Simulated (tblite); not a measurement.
Record of a relaxation.

C₅H₅O₂ (charge -1).
Numbering: `[CH3:1][CH2:2][C:3]#[C:4][C:5](=[O:6])[O-:7]` (hydrogens: H8, H9, H10 on C1; H11, H12 on C2)
Bond orders are those of one Lewis drawing.

Computed with GFN2-xTB (tblite), gas phase: L-BFGS steps from a force-field or distance-geometry start until the largest atomic force falls under 0.01 eV/Å. 12 of its 29 geometries are shown.

Step 0: E = -586.2828 eV, largest atomic force 2.124 eV/Å
```
atom  x, y, z in Å  |  force x, y, z in eV/Å
C1     -1.867    0.368   -0.546   -0.642   0.601   0.070
C2     -0.949   -0.806   -0.345    0.692  -0.383   0.610
C3      0.382   -0.377    0.139   -1.292  -0.483  -0.514
C4      1.454   -0.009    0.514    1.909   0.549   0.752
C5      2.855    0.445    1.032    0.932   0.519   0.117
O6      3.001    1.694    1.175   -0.522  -1.907  -0.248
O7      3.704   -0.469    1.224   -1.525   1.102  -0.326
H8     -2.848    0.031   -0.892   -0.047  -0.001  -0.020
H9     -2.021    0.923    0.388    0.129  -0.150  -0.180
H10    -1.477    1.065   -1.284    0.109  -0.017   0.008
H11    -0.840   -1.362   -1.279    0.105  -0.020  -0.137
H12    -1.392   -1.503    0.393    0.153   0.191  -0.131
```

Step 3: E = -586.3767 eV, largest atomic force 0.450 eV/Å
```
atom  x, y, z in Å  |  force x, y, z in eV/Å
C1     -1.878    0.376   -0.545   -0.036   0.017   0.004
C2     -0.937   -0.810   -0.336    0.148   0.040   0.073
C3      0.386   -0.378    0.139    0.053  -0.021  -0.004
C4      1.468   -0.007    0.521    0.223   0.022   0.107
C5      2.861    0.449    1.028    0.008   0.145  -0.057
O6      2.989    1.675    1.172   -0.238  -0.372  -0.085
O7      3.681   -0.460    1.219   -0.382   0.070  -0.096
H8     -2.851    0.030   -0.893   -0.070  -0.004  -0.019
H9     -2.018    0.921    0.387    0.036  -0.001   0.000
H10    -1.474    1.065   -1.284    0.051  -0.006   0.014
H11    -0.837   -1.362   -1.281    0.102   0.055   0.040
H12    -1.389   -1.500    0.392    0.104   0.054   0.023
```

Step 5: E = -586.3878 eV, largest atomic force 0.246 eV/Å
```
atom  x, y, z in Å  |  force x, y, z in eV/Å
C1     -1.880    0.377   -0.545    0.046  -0.022   0.008
C2     -0.928   -0.807   -0.332   -0.014   0.029  -0.012
C3      0.394   -0.377    0.140    0.087   0.036   0.024
C4      1.476   -0.008    0.526   -0.168  -0.055  -0.066
C5      2.854    0.448    1.021   -0.222   0.034  -0.036
O6      2.976    1.669    1.168   -0.092   0.116  -0.034
O7      3.663   -0.463    1.215    0.076  -0.234  -0.007
H8     -2.856    0.030   -0.895    0.049   0.010   0.019
H9     -2.016    0.921    0.387    0.009   0.003  -0.007
H10    -1.470    1.065   -1.283    0.011  -0.016   0.020
H11    -0.830   -1.358   -1.278    0.107   0.056   0.055
H12    -1.382   -1.497    0.394    0.112   0.043   0.036
```

Step 8: E = -586.3942 eV, largest atomic force 0.129 eV/Å
```
atom  x, y, z in Å  |  force x, y, z in eV/Å
C1     -1.877    0.376   -0.544    0.018   0.024   0.013
C2     -0.923   -0.802   -0.330   -0.037  -0.018  -0.010
C3      0.396   -0.377    0.140   -0.116   0.018  -0.032
C4      1.475   -0.010    0.526   -0.027   0.022  -0.015
C5      2.840    0.444    1.016   -0.010   0.061   0.030
O6      2.958    1.669    1.162   -0.013  -0.126  -0.026
O7      3.648   -0.474    1.209    0.008   0.029  -0.005
H8     -2.853    0.030   -0.894    0.062  -0.005   0.018
H9     -2.014    0.922    0.387    0.004   0.009   0.010
H10    -1.467    1.063   -1.281    0.012   0.007  -0.006
H11    -0.816   -1.351   -1.273    0.058  -0.009  -0.027
H12    -1.367   -1.491    0.399    0.042  -0.013   0.051
```

Step 10: E = -586.3956 eV, largest atomic force 0.046 eV/Å
```
atom  x, y, z in Å  |  force x, y, z in eV/Å
C1     -1.875    0.377   -0.543   -0.006   0.014   0.000
C2     -0.924   -0.802   -0.330    0.002  -0.021  -0.001
C3      0.391   -0.375    0.138   -0.015   0.041   0.004
C4      1.470   -0.009    0.524    0.011   0.010   0.013
C5      2.836    0.442    1.017   -0.014   0.013  -0.028
O6      2.954    1.667    1.160    0.002  -0.046   0.005
O7      3.646   -0.475    1.207   -0.008   0.023   0.007
H8     -2.849    0.030   -0.892   -0.011  -0.009  -0.006
H9     -2.013    0.923    0.387    0.014   0.014   0.021
H10    -1.465    1.063   -1.281    0.024   0.015  -0.008
H11    -0.808   -1.350   -1.273    0.004  -0.024  -0.031
H12    -1.361   -1.490    0.404   -0.005  -0.028   0.023
```

Step 13: E = -586.3959 eV, largest atomic force 0.018 eV/Å
```
atom  x, y, z in Å  |  force x, y, z in eV/Å
C1     -1.874    0.377   -0.543    0.001  -0.009  -0.001
C2     -0.925   -0.804   -0.330   -0.003   0.001  -0.001
C3      0.389   -0.371    0.138   -0.005   0.012   0.000
C4      1.470   -0.009    0.524   -0.006  -0.002  -0.002
C5      2.834    0.442    1.016    0.005   0.000   0.003
O6      2.953    1.665    1.160   -0.001   0.018   0.000
O7      3.645   -0.475    1.207   -0.005  -0.010  -0.003
H8     -2.849    0.030   -0.892   -0.003   0.010  -0.001
H9     -2.011    0.924    0.389    0.013  -0.004  -0.006
H10    -1.463    1.064   -1.281    0.007  -0.006   0.012
H11    -0.807   -1.351   -1.274   -0.007  -0.005   0.011
H12    -1.360   -1.492    0.406    0.003  -0.005  -0.012
```

Step 15: E = -586.3960 eV, largest atomic force 0.021 eV/Å
```
atom  x, y, z in Å  |  force x, y, z in eV/Å
C1     -1.874    0.377   -0.543    0.001  -0.003   0.001
C2     -0.925   -0.804   -0.330   -0.004   0.003   0.001
C3      0.388   -0.369    0.138   -0.008  -0.007  -0.005
C4      1.469   -0.009    0.524    0.000   0.006  -0.003
C5      2.834    0.442    1.015    0.001   0.014   0.015
O6      2.953    1.666    1.160    0.001  -0.012  -0.006
O7      3.644   -0.475    1.207   -0.005   0.003  -0.006
H8     -2.849    0.031   -0.892    0.003   0.013   0.002
H9     -2.010    0.923    0.389    0.006  -0.008  -0.005
H10    -1.462    1.064   -1.280    0.003  -0.009   0.006
H11    -0.807   -1.353   -1.274   -0.001   0.000   0.009
H12    -1.359   -1.494    0.405    0.003   0.000  -0.008
```

Step 18: E = -586.3961 eV, largest atomic force 0.011 eV/Å
```
atom  x, y, z in Å  |  force x, y, z in eV/Å
C1     -1.874    0.376   -0.543    0.002   0.002   0.001
C2     -0.925   -0.804   -0.331    0.001  -0.005   0.000
C3      0.387   -0.368    0.138    0.006  -0.009   0.001
C4      1.468   -0.009    0.524   -0.004   0.007   0.001
C5      2.833    0.442    1.016   -0.006  -0.003  -0.005
O6      2.953    1.666    1.159    0.004   0.005   0.002
O7      3.643   -0.475    1.206   -0.002   0.002   0.000
H8     -2.849    0.033   -0.892   -0.004   0.006  -0.001
H9     -2.008    0.923    0.388    0.000  -0.001   0.008
H10    -1.460    1.063   -1.279    0.005   0.000  -0.006
H11    -0.807   -1.353   -1.273    0.002  -0.002  -0.005
H12    -1.359   -1.494    0.404   -0.003  -0.002   0.004
```

Step 20: E = -586.3961 eV, largest atomic force 0.020 eV/Å
```
atom  x, y, z in Å  |  force x, y, z in eV/Å
C1     -1.874    0.376   -0.543    0.004   0.000   0.001
C2     -0.926   -0.805   -0.331    0.001  -0.008  -0.002
C3      0.387   -0.369    0.138    0.006  -0.005   0.003
C4      1.468   -0.007    0.524   -0.007   0.001   0.003
C5      2.832    0.443    1.016    0.003  -0.005  -0.014
O6      2.953    1.666    1.159   -0.001   0.019   0.006
O7      3.642   -0.475    1.206   -0.004  -0.007   0.003
H8     -2.850    0.035   -0.892    0.000  -0.001   0.000
H9     -2.007    0.922    0.389    0.001   0.004   0.005
H10    -1.459    1.062   -1.279    0.004   0.005  -0.002
H11    -0.807   -1.354   -1.273    0.000  -0.002  -0.008
H12    -1.359   -1.496    0.404   -0.005  -0.001   0.005
```

Step 23: E = -586.3962 eV, largest atomic force 0.013 eV/Å
```
atom  x, y, z in Å  |  force x, y, z in eV/Å
C1     -1.873    0.376   -0.542    0.004  -0.001   0.001
C2     -0.926   -0.807   -0.331   -0.001  -0.001   0.000
C3      0.387   -0.370    0.138   -0.004  -0.005   0.000
C4      1.466   -0.004    0.524    0.000   0.000   0.000
C5      2.831    0.444    1.015    0.001   0.009   0.003
O6      2.954    1.668    1.160   -0.001  -0.003  -0.002
O7      3.639   -0.475    1.205   -0.007   0.000  -0.003
H8     -2.850    0.038   -0.892    0.011  -0.007   0.003
H9     -2.005    0.921    0.390    0.005   0.003  -0.007
H10    -1.456    1.061   -1.279   -0.001   0.004   0.008
H11    -0.807   -1.355   -1.274   -0.004   0.000   0.000
H12    -1.359   -1.497    0.404   -0.003   0.001  -0.003
```

Step 25: E = -586.3962 eV, largest atomic force 0.015 eV/Å
```
atom  x, y, z in Å  |  force x, y, z in eV/Å
C1     -1.872    0.376   -0.542    0.002   0.001   0.000
C2     -0.926   -0.808   -0.331    0.002   0.003   0.002
C3      0.386   -0.372    0.138    0.000  -0.003   0.000
C4      1.465   -0.003    0.525    0.002   0.003  -0.003
C5      2.831    0.445    1.014   -0.012   0.001   0.009
O6      2.954    1.669    1.160    0.003  -0.010  -0.005
O7      3.638   -0.475    1.204   -0.001   0.008  -0.005
H8     -2.849    0.039   -0.892    0.006  -0.007   0.001
H9     -2.003    0.921    0.391    0.005   0.002  -0.002
H10    -1.455    1.061   -1.278    0.001   0.003   0.004
H11    -0.808   -1.356   -1.275   -0.005  -0.001   0.004
H12    -1.360   -1.498    0.404   -0.003   0.000  -0.006
```

Step 28: E = -586.3962 eV, largest atomic force 0.007 eV/Å
```
atom  x, y, z in Å  |  force x, y, z in eV/Å
C1     -1.870    0.376   -0.542    0.000   0.003   0.000
C2     -0.926   -0.810   -0.331    0.001   0.002   0.001
C3      0.386   -0.374    0.138    0.003   0.001   0.000
C4      1.463   -0.001    0.525   -0.002   0.002   0.000
C5      2.829    0.447    1.014   -0.003  -0.006  -0.002
O6      2.954    1.670    1.160   -0.002   0.003   0.000
O7      3.635   -0.475    1.203    0.004   0.000   0.001
H8     -2.848    0.040   -0.891   -0.001  -0.004  -0.001
H9     -2.000    0.921    0.391    0.001  -0.001   0.007
H10    -1.452    1.062   -1.276    0.004   0.001  -0.005
H11    -0.809   -1.357   -1.275   -0.002  -0.001   0.003
H12    -1.361   -1.499    0.403   -0.002  -0.002  -0.003
```

Q: Summarise the path.

A: The energy falls by 2.62 kcal/mol from step 0 to step 28; nine tenths of that is first reached at step 5. It falls at every step. The largest force goes from 2.124 to 0.007 eV/Å. Among the bonds C4–C5 changes most, from 1.561 to 1.519 Å; the atoms move by 0.034 Å rms after alignment.

Q: Follow the three bonds and two angles with the largest change from start to end.

A: 
| step | E above end (kcal/mol) | largest force (eV/Å) | C4–C5 (Å) | C5=O6 (Å) | C1–C2 (Å) | O6–C5–O7 (°) | C4–C5–O7 (°) |
| --- | --- | --- | --- | --- | --- | --- | --- |
| 0 | 2.62 | 2.124 | 1.561 | 1.266 | 1.504 | 128.3 | 116.4 |
| 1 | 2.40 | 4.285 | 1.546 | 1.229 | 1.528 | 130.0 | 115.3 |
| 2 | 0.74 | 0.852 | 1.565 | 1.224 | 1.535 | 130.4 | 115.1 |
| 4 | 0.34 | 0.265 | 1.546 | 1.237 | 1.531 | 129.9 | 115.2 |
| 5 | 0.19 | 0.246 | 1.534 | 1.235 | 1.533 | 130.3 | 114.8 |
| 6 | 0.13 | 0.304 | 1.525 | 1.234 | 1.534 | 130.5 | 114.5 |
| 7 | 0.09 | 0.138 | 1.520 | 1.238 | 1.533 | 130.6 | 114.5 |
| 9 | 0.02 | 0.119 | 1.520 | 1.240 | 1.529 | 130.8 | 114.6 |
| 10 | 0.01 | 0.046 | 1.520 | 1.239 | 1.529 | 130.7 | 114.6 |
| 11 | 0.01 | 0.035 | 1.519 | 1.238 | 1.530 | 130.7 | 114.7 |
| 12 | 0.01 | 0.028 | 1.519 | 1.238 | 1.530 | 130.6 | 114.7 |
| 13 | 0.01 | 0.018 | 1.519 | 1.238 | 1.530 | 130.6 | 114.8 |
| 15 | 0.01 | 0.021 | 1.519 | 1.238 | 1.530 | 130.6 | 114.7 |
| 16 | 0.00 | 0.013 | 1.519 | 1.238 | 1.530 | 130.7 | 114.7 |
| 17 | 0.00 | 0.010 | 1.519 | 1.238 | 1.530 | 130.7 | 114.7 |
| 18 | 0.00 | 0.011 | 1.519 | 1.238 | 1.530 | 130.7 | 114.7 |
| 19 | 0.00 | 0.016 | 1.519 | 1.238 | 1.530 | 130.6 | 114.7 |
| 21 | 0.00 | 0.016 | 1.519 | 1.238 | 1.530 | 130.6 | 114.7 |
| 22 | 0.00 | 0.011 | 1.519 | 1.238 | 1.530 | 130.6 | 114.7 |
| 23 | 0.00 | 0.013 | 1.519 | 1.238 | 1.530 | 130.6 | 114.7 |
| 24 | 0.00 | 0.012 | 1.519 | 1.238 | 1.530 | 130.6 | 114.6 |
| 26 | 0.00 | 0.017 | 1.519 | 1.238 | 1.530 | 130.7 | 114.5 |
| 27 | 0.00 | 0.014 | 1.519 | 1.238 | 1.530 | 130.7 | 114.5 |
| 28 | 0.00 | 0.007 | 1.519 | 1.238 | 1.530 | 130.6 | 114.5 |

The cost below is that of the whole relaxation. Hardware: one thread of an Intel Xeon at 2.70 GHz (shared host). Cost: 0.26 s.
